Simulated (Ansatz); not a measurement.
Coupled-cluster run, CH3Se2 (`C[Se][Se]`) radical.

```yaml
crystal:
  periodic: [false, false, false]
  atoms:
    - {symbol: C, position_ang: [-0.392863, 0.414051, -0.329079]}
    - {symbol: Se, position_ang: [-0.050675, -0.618125, 1.289686]}
    - {symbol: Se, position_ang: [1.865959, -1.655182, 0.824225]}
    - {symbol: H, position_ang: [0.427342, 1.111641, -0.483071]}
    - {symbol: H, position_ang: [-1.329081, 0.952412, -0.176426]}
    - {symbol: H, position_ang: [-0.478583, -0.268697, -1.171434]}
basis:
  gaussian: {orbitals: def2-SVP}
magnetization: {spin_polarized: true, initial_magnetization: 1}
correlation: {method: ccsd_t}
scf: {omitted_lower_state_checks: [cluster_reference]}
```

```sh
$ ansatz run in.yaml --threads 4 --pin off --events-out ev --progress --plain --max-ram 10444MiB
```

The program prints (abridged):

```
Functional definition: HF
918 factors; integrals over basis functions are off by at most 1.1e-3 eV
mean field evaluation 1: about -131665.6268 eV, gradient 1.4e1 eV
mean field evaluation 2: about -131665.6448 eV, gradient 1.4e1 eV
mean field evaluation 4: about -131667.1556 eV, gradient 2.3e0 eV
mean field evaluation 8: about -131667.2906 eV, gradient 5.4e-1 eV
mean field evaluation 16: about -131667.3165 eV, gradient 2.8e-6 eV
mean field -131667.31652036 eV, -4838.6846348106 hartree, gradient 2.8e-6 eV, S^2 0.761932; 4 other end points of the search recorded, 0 dependent functions left out
19 core orbitals not correlated: weight in the atoms' cores, before any rotation towards them, 1.000 or more for the frozen orbitals, at most 0.000 for the correlated occupied ones
reference -131667.31652036 eV, -4838.6846348106 hartree; 20, 19 occupied and 54, 55 virtual orbitals, 918 factors
second order -16.18273009 eV of doubles, -0.00000000 eV of singles
cycle   1  -16.24803242 eV  change   -6.5e-2 eV  update   9.4e-2
cycle   2  -16.71112421 eV  change   -4.6e-1 eV  update   3.2e-2
cycle   3  -16.77850237 eV  change   -6.7e-2 eV  update   2.2e-2
cycle   4  -16.76689301 eV  change    1.2e-2 eV  update   1.2e-2
cycle   5  -16.77435807 eV  change   -7.5e-3 eV  update   6.3e-3
cycle   6  -16.77260657 eV  change    1.8e-3 eV  update   1.9e-3
cycle   7  -16.77203439 eV  change    5.7e-4 eV  update   5.7e-4
cycle   8  -16.77246971 eV  change   -4.4e-4 eV  update   2.6e-4
cycle   9  -16.77238203 eV  change    8.8e-5 eV  update   9.0e-5
cycle  10  -16.77236573 eV  change    1.6e-5 eV  update   3.0e-5
perturbative correction -0.49311467 eV, -0.0181216299 hartree
Total energy: -131684.58200076 eV, -4839.3191295123 hartree
Checks for a lower state left out: cluster_reference
```

Run time 7 s (4 threads of an Intel Xeon Platinum 8488C on a shared host); peak host memory 0.69 GiB.

MP2 recovers 93.7 % of the CCSD(T) correlation energy and the triples give 2.9 %; T1 = 0.0178.
